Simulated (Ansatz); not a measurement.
Reaction (formal hydrolysis of a B–Cl bond): `ClB1C[SiH]1[GeH3]` + H₂O → `OB1C[SiH]1[GeH3]` + HCl

Calculated with Ansatz (gas phase, PBE0-D4/def2-TZVP geometries, no zero-point term in ΔE). CBS: MP2 limit from def2 TZ/QZ plus the TZ coupled-cluster correction, frozen cores. This one scheme is used for every species. DFT in def2-TZVPP. B3LYP here is the variant with VWN-RPA as its local correlation; programs differ in this. For Ge outer-core shells are correlated without core-valence functions, which leaves a few kJ/mol of doubt a bond. Scalar relativity is left out up to krypton. One conformer a species, not always the lowest.

```tsv
level	ΔE (kJ/mol)	difference from CCSD(T)/CBS
PBE-D4	-37.9	-0.8
r2SCAN-D4	-41.0	-3.9
B3LYP-D4	-43.4	-6.3
ωB97X-V	-45.9	-8.8
ωB97M-V	-44.5	-7.4
B2PLYP	-43.6	-6.5
PBE	-39.9	-2.8
r2SCAN	-41.5	-4.4
PBE0	-41.3	-4.2
HF/def2-TZVPP	-53.9	-16.8
MP2/def2-TZVPP	-35.8	1.3
CCSD/def2-TZVPP	-44.9	-7.8
HF/def2-QZVPP	-53.9	-16.8
SCS-MP2/def2-QZVPP	-37.7	-0.6
MP2/CBS(def2)	-30.9	6.2
CCSD/CBS(def2)	-40.1	-3.0
CCSD(T)/CBS	-37.1	0
```

Largest T1 diagnostic among the species: 0.014.

In def2-TZVPP, CCSD(T) changes the Hartree–Fock value by +12.0 kJ/mol (the triples alone add +3.0 kJ/mol) and MP2 by +18.1 kJ/mol. The D4 term adds +3.4 kJ/mol with B3LYP and +1.9 kJ/mol with PBE0; it sums over pairs of atoms, weighted by their polarisabilities, and B3LYP, whose exchange is more repulsive, gets the larger term.
